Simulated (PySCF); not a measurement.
## Radial density of Pm²⁺ (promethium, charge +2)

M06-2X, [Xe] 4f4 6p1, one real determinant (an excited configuration). Computed with PySCF 2.14 in x2c-TZVPPall with one added diffuse shell each of s, p, d, f type (12s8p8d5f2g, 129 functions), with scalar relativity by spin-free X2C-1e.

```
r (bohr)  4πr²ρ (e/bohr)  4πr²(ρα − ρβ)
  0.0267           71.76         0.0067
  0.0450           83.60         0.0125
  0.0757           106.2         0.0021
   0.127           78.95         0.0367
   0.214           92.24         0.5096
   0.360           38.49         2.4232
   0.606           41.71         4.4485
    1.02           14.19         2.9527
    1.71           6.280         0.6503
    2.88          0.7005         0.2016
    4.85          0.2521         0.2506
    8.15        0.005585         0.0056
    13.7       3.767e-05         0.0000
```

Densities and radii are taken from the X2C orbitals without a picture-change correction, which distorts them close to the nucleus.

⟨L²⟩ = 36.01 against 56 for a pure K term, so this real determinant mixes terms. Spin-orbit coupling, absent here, splits the open shell strongly.
